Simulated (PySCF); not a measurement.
NICS in isomers of C6H10N2.

NICS is the negative of the GIAO shielding at a point without a nucleus: at the ring centre (0) and 1 Å above and below it (1); zz is the component along the ring normal. Level: GIAO PBE0/pcSseg-1 (PySCF, non-relativistic, gas phase) on the GFN2-xTB geometries, one conformer each. Atom numbers follow the mapped SMILES.

Question: Order these rings by mean NICS(1)zz, lowest (most negative) first (ppm).
A. ring C3–C4–C5–C6 in `[H]/[N:8]=[CH:7]\[C:6]1=[CH:5][CH2:4][C@@H:3]1[NH:2][CH3:1]`
B. ring N4–C5–C6–C7–N8 in `[CH3:1][CH2:2][CH2:3][n:4]1[cH:5][cH:6][cH:7][n:8]1`
C. ring C3–C4–C5–N7–N8 in `[CH3:1][CH2:2][c:3]1[cH:4][c:5]([CH3:6])[nH:7][n:8]1`
D. ring C3–N4–N5–C6–C7 in `[CH3:1][CH2:2][c:3]1[nH:4][n:5][cH:6][c:7]1[CH3:8]`

Answer: B (-31.8), D (-29.9), C (-28.3), A (0.5).

| SMILES | ring | NICS(0) | NICS(1) | NICS(1)zz | HOMA | rms pucker (Å) | ring atoms with four or more neighbours |
| --- | --- | --- | --- | --- | --- | --- | --- |
| CCCn1cccn1 | 5-membered ring with 2 N; formal bonds all aromatic | -13.6 | -12.1 | -31.8 | 0.97 | 0.00 | 0 |
| CCc1[nH]ncc1C | 5-membered ring with 2 N; formal bonds all aromatic | -13.3 | -11.7 | -29.9 | 0.96 | 0.00 | 0 |
| CCc1cc(C)[nH]n1 | 5-membered ring with 2 N; formal bonds all aromatic | -12.4 | -11.3 | -28.3 | 0.94 | 0.00 | 0 |
| [H]/N=C\C1=CC[C@@H]1NC | 4-membered carbocycle; formal bonds 1 double, 3 single | -0.6 | -2.9 | 0.5 | – | 0.01 | 2 |

NICS(0) gives the same order. The isotropic NICS(1) gives the same order. HOMA uses Krygowski's 1993 parameters; it is left out where a ring has a four-coordinate atom, a triple bond, no multiple bond or a kind of bond without parameters. NICS(1) and NICS(1)zz are means over the two faces.
